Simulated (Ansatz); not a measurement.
Basis-set extrapolation for `BC(=O)OC` (PBE0-D4/def2-TZVP geometry, frozen core, Ansatz 0.2.0). Multiplicity 1, RHF reference.

```tsv
	def2-TZVPP	def2-QZVPP
HF	-253.139560	-253.151251
MP2 correlation	-0.887523	-0.952518
CCSD(T) correlation	-0.954216	not run
```

Energies in hartree. Use E(X) = E(∞) + A·exp(−7.88·√X) for Hartree–Fock and E(X) = E(∞) + B·X^(−2.97) for correlation, with X = 3 and 4, and add CCSD(T) minus MP2 of the smaller set to the MP2 limit.

Problem. What is the CCSD(T) energy at the basis-set limit?

Solution. HF limit: -253.151251 + (-0.011691) × 0.13774 = -253.15286. MP2 limit: -0.952518 + (-0.064995) × 0.74074 = -1.00066. Higher-order term: -0.954216 − (-0.887523) = -0.06669. Total: -254.22021 hartree, 3.44 eV below CCSD(T)/def2-TZVPP.
